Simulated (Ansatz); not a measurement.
`BC(C)(C)F` + H₂ → `BC(C)F` + CH₄ at 400 K and 1 bar (hydrogenolysis of a C–C bond).

Gas-phase electronic energies from Ansatz, PBE0-D4/def2-TZVP geometries. CCSD(T)/CBS is the MP2 limit (def2-TZVPP, def2-QZVPP) plus CCSD(T) − MP2 in def2-TZVPP, frozen cores. This one scheme is used for every species.

| species | CCSD(T)/CBS energy (Eh) | H − E (kJ/mol) | S (J/(mol·K)) |
| --- | --- | --- | --- |
| `BC(C)(C)F` | -243.53634 | 309.3 | 368.9 |
| H₂ | -1.17544 | 38.0 | 139.0 |
| `BC(C)F` | -204.26990 | 230.0 | 326.9 |
| CH₄ | -40.46206 | 131.3 | 197.2 |

H − E and S are ideal-gas, rigid-rotor, harmonic terms from PBE0-D4/def2-TZVP, for one conformer and one mirror image of each species. The MP2-based limit puts H₂ 0.8 mEh under its directly extrapolated value; such offsets cancel only in part. 1 Eh = 2625.50 kJ/mol, R = 8.31446 J/(mol·K).

Q: By hand: ΔE, ΔH, ΔS and ΔG.

A: ΔE = (-204.26990) + (-40.46206) − (-243.53634) − (-1.17544) = -0.02018 Eh = -53.0 kJ/mol. Δ(H − E) = 230.0 + 131.3 − 309.3 − 38.0 = 14.0, so ΔH = -39.0 kJ/mol. ΔS = 326.9 + 197.2 − 368.9 − 139.0 = 16.2 J/(mol·K). ΔG = -39.0 − 400 × (16.2)/1000 = -45.5 kJ/mol.

Q: By hand: the equilibrium constant, and the temperature at which ΔG would vanish if ΔH and ΔS stayed fixed.

A: log₁₀ K = −ΔG/(RT ln 10) = 5.9. ΔH and −TΔS have one sign here, so there is no such temperature.

ΔH outweighs TΔS. A doubt of 5 kJ/mol in ΔE shifts log₁₀ K by 0.7 here. Other conformers and mirror images would add mixing entropy, several J/(mol·K) or more a flexible species. Modes under 60 cm⁻¹, often nearly free rotors, make the harmonic entropy too high. These are equilibria of isolated gas molecules and say nothing of rates. Largest T1 diagnostic: 0.010 (customary marks: 0.02 for closed shells, 0.045 for open ones).
